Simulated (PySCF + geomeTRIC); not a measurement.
Species: H9GaSi3, SMILES `[SiH3][Ga]([SiH3])[SiH3]` (charge 0, multiplicity 1).

Problem. Give a relaxed geometry from ωB97X-D3(BJ)/def2-TZVP (PySCF + geomeTRIC).

Solution. the end point of this relaxation (outside a Z-matrix the atoms follow the SMILES, hydrogens last).
Z-matrix (Å, degrees):
```
Ga
Si 1 2.3997
H 2 1.4862 1 113.62
H 2 1.4876 3 108.06 1 123.51
H 2 1.4892 3 107.78 4 115.86
Si 1 2.3999 2 120.08 3 -9.74
H 6 1.4862 1 113.60 2 -166.93
H 6 1.4875 7 108.06 1 -123.79
H 6 1.4893 7 107.75 8 -115.85
Si 1 2.3999 2 120.27 3 170.55
H 10 1.4861 1 113.80 2 -5.18
H 10 1.4882 11 107.96 1 122.63
H 10 1.4887 11 107.89 12 115.84
```
